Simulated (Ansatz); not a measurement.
The same path of AlB2H5O (9 atoms, charge 0, multiplicity 1) was run 3 times with different band settings. The coordinate that changes most is the dihedral H5–B1–Al2–O4.

Theory: Ansatz 0.2.0, RKS PBE-D4/6-31G*.

Relaxed end points:

```xyz
9
Properties=species:S:1:pos:R:3
B -0.015 1.816 -0.655
Al -0.327 -0.172 0.086
B 1.249 -1.572 0.470
O -1.931 -0.772 0.430
H 0.030 2.080 -1.836
H 0.185 2.764 0.070
H 1.669 -2.334 -0.370
H 1.829 -1.631 1.530
H -2.688 -0.179 0.275
```

```xyz
9
Properties=species:S:1:pos:R:3
B -0.016 1.816 -0.657
Al -0.325 -0.173 0.085
B 1.249 -1.574 0.470
O -1.929 -0.770 0.430
H 0.181 2.765 0.070
H 0.028 2.082 -1.837
H 1.674 -2.333 -0.371
H 1.823 -1.637 1.534
H -2.686 -0.177 0.277
```

Common settings: movable images 5; climbing image yes; spring 5.0 eV/Å²; start path through a guess of the saddle point; iteration limit 60; end points relaxed.

| run | optimiser | force threshold | largest step |
| --- | --- | --- | --- |
| 1 | quadratic models (default) | 0.05 eV/Å | default |
| 2 | fire | 0.05 eV/Å | 0.5 Å |
| 3 | quadratic models (default) | 0.5 eV/Å | default |

Problem. What does each run give, and how far can it be trusted?

Solution. Run 1: converged after 19 iterations, highest image 0.073 eV above the first end. A vibrational analysis at the climbing image gives one clearly imaginary mode, 140i cm⁻¹: a first-order saddle point.
Run 2: not converged after 60 iterations, highest image 0.119 eV above the first end. The band didn't meet its force threshold, so its energies are provisional: the largest band force was still 0.74 eV/Å, and over the last iterations the top stayed at 0.12 eV.
Run 3: converged after 4 iterations, highest image 0.346 eV above the first end. The threshold of 0.5 eV/Å is loose, so the images may lie well off the minimum-energy path. The order of the stationary point at the top wasn't checked. Another band between the same ends, with other settings, climbed to 0.07 eV only, so this may not be the lowest route.
